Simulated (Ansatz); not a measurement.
Two members of one family (Series (HBeX)2), computed with Ansatz in the gas phase. The two geometries come from different levels. Binding counts from free atoms in the multiplicity of their measured ground term, without zero-point energy. The structures are stationary points that may keep the symmetry of their start.

First: (HBe-mu-Cl)2 (singlet, charge 0, PBE0-D4/def2-TZVP geometry).

| atom | x (Å) | y (Å) | z (Å) |
| --- | --- | --- | --- |
| Be1 | -0.195 | -1.264 | -0.127 |
| H2 | -0.397 | -2.578 | -0.259 |
| Cl3 | -1.177 | 0.083 | 0.983 |
| Be4 | 0.195 | 1.264 | 0.127 |
| H5 | 0.397 | 2.578 | 0.259 |
| Cl6 | 1.177 | -0.082 | -0.983 |

```csv
level,HOMO (eV),LUMO (eV),gap (eV),binding per atom (eV)
PBE-D4/def2-TZVP,-7.14,-1.57,5.58,2.91
r2SCAN-D4/def2-TZVPD,-7.49,-1.16,6.33,2.96
PBE0-D4/def2-SVP,-8.53,-0.83,7.71,2.90
r2SCAN0-D4/def2-TZVP,-8.69,-0.45,8.24,2.93
HSE06-D4/def2-TZVP,-8.08,-1.09,6.99,2.90
```

Second: (HBe-mu-F)2 (singlet, charge 0, PBE-D4/def2-TZVP geometry).

```xyz
6

Be    0.666    0.877    0.133
H     1.471    1.934    0.296
F    -0.822    0.542    0.542
Be   -0.667   -0.877   -0.134
H    -1.470   -1.934   -0.295
F     0.822   -0.542   -0.542
```

Question: Estimate how these quantities change from the first to the second (second minus first).

Answer: 
| level | Δ HOMO (eV) | Δ LUMO (eV) | Δ gap (eV) | Δ binding per atom (eV) |
| --- | --- | --- | --- | --- |
| PBE-D4/def2-TZVP | -0.46 | 0.39 | 0.84 | 0.65 |
| r2SCAN-D4/def2-TZVPD | -0.43 | 0.44 | 0.87 | 0.63 |
| PBE0-D4/def2-SVP | -0.45 | 0.45 | 0.90 | 0.62 |
| r2SCAN0-D4/def2-TZVP | -0.50 | 0.42 | 0.92 | 0.58 |
| HSE06-D4/def2-TZVP | -0.49 | 0.38 | 0.87 | 0.59 |
